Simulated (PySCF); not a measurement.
# CaP⁻: frontier orbitals

B2PLYP at R = 2.628 Å; Ca aug-pcseg-1, P aug-pcseg-1; no relativity (PySCF 2.14). State: ³Π (triplet), unpaired electrons σ ↑, π ↑. Only the outer orbitals are listed, counted within each symmetry.

```tsv
spin	orbital	occ.	ε (eV)	on Ca (%)	main shells (%)
α	3π	1	-28.03	100	100 Ca p
α	8σ	1	-27.96	100	100 Ca p
α	3π	1	-27.95	100	100 Ca p
α	9σ	1	-11.61	5	94 P s
α	10σ	1	-2.48	21	77 P p, 16 Ca s
α	4π	1	-2.33	6	94 P p
α	4π	1	-1.31	10	90 P p
α	11σ	1	-0.56	93	60 Ca s, 30 Ca p
α	12σ	0	2.37	106	98 Ca s
β	3π	1	-27.97	100	100 Ca p
β	3π	1	-27.94	100	100 Ca p
β	8σ	1	-27.77	100	100 Ca p
β	9σ	1	-9.48	9	91 P s
β	10σ	1	-0.92	49	50 P p, 46 Ca s
β	4π	1	-0.75	16	84 P p, 8 Ca d
β	11σ	0	1.97	71	39 Ca s, 30 Ca p, 20 P s
```

Question: Which are the highest filled and the lowest empty level, where do they sit, and how wide is the gap?

Answer: Highest filled α 11σ at -0.56 eV (in %: 60 Ca s, 30 Ca p); lowest empty β 11σ at 1.97 eV (in %: 39 Ca s, 30 Ca p, 20 P s); the gap at B2PLYP is 2.53 eV. An empty level above zero is unbound, and its energy depends on the basis.

```
bond order (Mayer)                                                                                                : 1.39
⟨S²⟩                                                                                                              : 2.032
charge on Ca (Mulliken, basis-dependent)                                                                          : -0.07
charge on Ca (Löwdin, basis-dependent)                                                                            : -0.10
dipole moment (positive dipole points towards P; it is taken about the centre of mass and depends on that origin) : -1.83 D
```

Shares are Mulliken populations and can fall outside 0 to 100 %.

Correlated steps freeze 10 core orbitals. B2PLYP dipoles, levels and charges come from its SCF part alone. The state is the lowest determinant that a PBE0 search found; another state may lie lower at other levels.
